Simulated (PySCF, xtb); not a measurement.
B(F)(NCO)(OMe) (C2H3BFNO2), SMILES O=C=NB(F)OC.

GFN2-xTB in xtb 6.7.1 at its own geometry gives an orbital gap of 5.90 eV and a dipole moment of 3.13 D.

Geometry: r2SCAN-D4/def2-SVP. The structure was generated by enumeration, and PubChem lists no compound with its InChIKey, so it may never have been made. One conformer was computed; it need not be the lowest.

### Question
What does PBE/def2-TZVP in PySCF give? (An estimate is asked for; the answer gives what the named calculation found.)

### Answer
gap 6.26 eV (levels -7.54 and -1.28 eV), dipole 2.37 D.
